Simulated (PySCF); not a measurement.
**Trend along the chalcogens: MF molecules**

HF with double-zeta basis sets in PySCF, for the lowest determinant that a PBE0 search found; no spin–orbit coupling. De refers to high-spin ground-configuration atoms. A positive dipole means M(−)F(+).

```tsv
M	basis	reference	state (unpaired electrons)	Re (Å)	ωe (cm⁻¹)	De (eV)	μ (D)
S	def2-SVP	UHF	doublet (π ↑)	1.598	911	1.18	-1.56
Te	def2-SVP	UHF	doublet (π ↑)	1.918	673	1.16	-2.92
```

Q: The row for M = Se is missing. Estimate Re, ωe and De as the mean of the rows for S and Te, and compare with the calculation.

A: The means are 1.758 Å, 792 cm⁻¹ and 1.17 eV. UHF in def2-SVP gives SeF as a doublet (π ↑) with Re = 1.732 Å, ωe = 746 cm⁻¹, De = 1.08 eV, so the estimate is off by +2.6 pm, +6 % and +0.09 eV.

Relativity is treated differently too: S no relativity; Se no relativity; Te scalar-relativistic core potentials.

Spin–orbit coupling is left out, which matters for elements this heavy, above all for dissociation energies. Hartree–Fock leaves out correlation, which carries a large part of most bond energies and some tenths to 1 eV of ionisation energies. States were picked by a PBE0 search and need not be the measured ground states.
